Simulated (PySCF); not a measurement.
# Adding and removing an electron: CaI

UHF-CCSD(T); basis Ca x2c-SVPall, I x2c-SVPall; spin-free X2C with a Gaussian nucleus; PySCF 2.14. Neutral (UHF): doublet (σ ↑), Re = 2.889 Å, ωe = 231 cm⁻¹, De = 2.69 eV.

CaI⁺ (RHF): singlet (closed shell), Re = 2.754 Å, ωe = 281 cm⁻¹, De = 2.74 eV to Ca⁺ + I. The energies at the minima are -7791.75262 hartree for CaI and -7791.53524 for CaI⁺.

Q: Work out the adiabatic ionisation energy, without and with harmonic zero-point energies (1 hartree = 27.2114 eV, 1 eV = 8065.5 cm⁻¹), and the change of the bond length.

A: At CCSD(T): 0.21738 hartree = 5.915 eV between the minima; the zero-point term (281.0 − 231.0)/2 cm⁻¹ = +0.003 eV makes it 5.918 eV. Re changes by -13.5 pm against the neutral. The electron leaves a σ orbital, and the shorter bond of the ion fits an antibonding orbital, or a change in how ionic the bond is.

Correlated steps freeze 23 core orbitals. Correlated levels converge slowly with the basis: in double zeta they bind strong bonds too weakly, by up to about 1 eV, and carry superposition errors of some tenths. These are scalar-relativistic numbers at best; spin–orbit coupling would shift them, the dissociation energy most. For an ion De counts to the pair picked by the measured ionisation energies or electron affinities, which need not be the lowest pair at this level. Where the molecule has an RHF reference, its open-shell atoms are computed with UHF. States were picked by a PBE0 search and need not be the measured ground states.

Neutral and ion stand on different kinds of reference determinant, which adds to the error of the difference.
